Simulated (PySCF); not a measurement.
Compound: C₉H₉F₃.
Bonds: C1–C2, C2–C3, C3–C4 (aromatic), C4–C5 (aromatic), C5–C6 (aromatic), C6–C7, C7–F8, C7–F9, C7–F10, C6–C11 (aromatic), C11–C12 (aromatic), C3–C12 (aromatic). Hydrogens: H13, H14, H15 on C1; H16, H17 on C2; H18 on C4; H19 on C5; H20 on C11; H21 on C12.

Method: PBE0-D3(BJ)/def2-SVP geometry optimisation, gas phase (PySCF 2.14.0).

Problem. List the bond lengths, angles and torsions at this level.

Solution. 
| bond | length (pm) | order |
| --- | --- | --- |
| C1–C2 | 152.7 | single |
| C2–C3 | 150.4 | single |
| C3–C4, C3–C12 | 140.0 | aromatic |
| C4–C5, C11–C12 | 139.1 | aromatic |
| C5–C6, C6–C11 | 139.5 | aromatic |
| C6–C7 | 150.2 | single |
| C7–F8, C7–F9, C7–F10 | 133.8 | single |
| C1–H13, C1–H14, C1–H15 | 110.1 | single |
| C2–H16, C2–H17 | 110.2 | single |
| C4–H18, C12–H21 | 109.3 | single |
| C5–H19, C11–H20 | 109.2 | single |

Bonds in one row agree within 1 pm and their mean is given. Orders are formal, as drawn. A selection of angles:
| angle | degrees |
| --- | --- |
| C1–C2–C3 | 112.4 |
| C2–C3–C4 | 121.0 |
| C4–C3–C12 | 118.2 |
| C3–C4–C5 | 121.1 |
| C4–C5–C6 | 119.9 |
| C5–C6–C7 | 119.4 |
| C5–C6–C11 | 119.8 |
| C7–C6–C11 | 120.9 |
| C6–C7–F8 | 111.6 |
| F8–C7–F9 | 106.6 |

Torsions: C1–C2–C3–C4 -93° (anticlinal); C5–C6–C7–F8 74° (synclinal). The mirror-image conformer, all signs reversed, is as good.

The C–C distances run from 1.390 Å (C4–C5, aromatic) to 1.527 Å (C1–C2, drawn single), a spread of 0.137 Å. All 3 C–F bonds measure 1.336 to 1.339 Å. The 6-membered ring C3–C4–C5–C6–C11–C12 has internal angles of 118.2° to 121.1° (sum 720°, against 720° for a flat polygon); it is planar, 0.00 Å rms from its mean plane, widest ring torsion 0°. Of the pairs four or more bonds apart, F10···H20 is among the closest relative to their van der Waals radii: 2.40 Å, 90 % of the sum of Bondi's values.

Point group: C1 (no symmetry element, even within 0.4 Å). Not checked by PBE0-D3(BJ)/def2-SVP frequencies. One conformer, not necessarily the lowest.
